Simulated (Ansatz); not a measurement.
One change: `[SiH3][O][GeH3]` becomes `[MgH][O][SiH3]`.

Ansatz, PBE0-D4/def2-TZVP geometries, multiplicity 1. 

Scalar relativity is left out up to krypton.

| property | `[SiH3][O][GeH3]` |
| --- | --- |
| HOMO energy (PBE0/def2-TZVPP) / eV | -8.46 |
| ideal-gas entropy at 298 K and 1 bar (rigid rotor, harmonic PBE0-D4/def2-TZVP) / J/(mol·K) | 345 |
| LUMO energy (ωB97M-V/def2-TZVPP) / eV | 1.50 |
| size of the dipole moment (PBE/def2-TZVPP) / D | 1.21 |
| HOMO–LUMO gap (ωB97M-V/def2-TZVPP) / eV | 12.27 |
| size of the dipole moment (ωB97M-V/def2-TZVPP) / D | 1.30 |

What does the change do to each property? (Estimate.)

Computed: 
```tsv
property	`[MgH][O][SiH3]`	shift
HOMO energy (PBE0/def2-TZVPP) / eV	-8.03	0.43
ideal-gas entropy at 298 K and 1 bar (rigid rotor, harmonic PBE0-D4/def2-TZVP) / J/(mol·K)	302	-43
LUMO energy (ωB97M-V/def2-TZVPP) / eV	0.37	-1.13
size of the dipole moment (PBE/def2-TZVPP) / D	1.56	0.35
HOMO–LUMO gap (ωB97M-V/def2-TZVPP) / eV	10.74	-1.53
size of the dipole moment (ωB97M-V/def2-TZVPP) / D	1.47	0.17
```

With PBE0 the HOMO rises by 0.43 eV and the LUMO falls by 0.68 eV, so the gap narrows by about 1.11 eV. PBE moves the HOMO by 0.40 eV and ωB97M-V by 0.40 eV. The zero-point energy changes by -48.6 kJ/mol with -6 modes. Dipoles are sizes alone; their direction can turn. Modes under 60 cm⁻¹, often nearly free rotors, make the harmonic entropy too high.
